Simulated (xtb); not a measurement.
B(F)(Cl)(Me) (CH3BClF), SMILES CB(F)Cl. All values are semi-empirical tight-binding results from xtb (GFN2-xTB unless named), good for trends rather than for accurate numbers. The structure is a stationary point at GFN2-xTB.

Optimised geometry:

```xyz
7

B      0.1881     0.1175    -0.3120
F      1.5019     0.0207    -0.4535
Cl    -0.4550    -0.4582     1.1677
C     -0.6805     0.7291    -1.4760
H     -1.7273     0.8479    -1.2162
H     -0.6240     0.0944    -2.3595
H     -0.2884     1.6986    -1.7778
```
Charge 0, spin multiplicity 1.

```json
{
  "orbital_gap": "4.98 eV",
  "dipole_moment": "2.03 D",
  "zero_point_energy": "27.1 kcal/mol",
  "G − E(el) at 298.15 K (modified RRHO)": "9.1 kcal/mol",
  "static polarisability (D4 model)": "41.3 bohr³",
  "solvation energy, GFN2-xTB/ALPB(water)": "-2.0 kcal/mol",
  "solvation energy, GFN2-xTB/ALPB(acetonitrile)": "-3.1 kcal/mol"
}
```

Question: Give the atomic charges and the Wiberg bond orders between heavy atoms. (An estimate is asked for; the answer gives what the named calculation found.)

Answer: charges (e) B1 0.46, F2 -0.25, Cl3 -0.22, C4 -0.21, H5 0.06, H6 0.08, H7 0.08. Bond orders B1–F2 1.09, B1–Cl3 1.12, B1–C4 1.04.
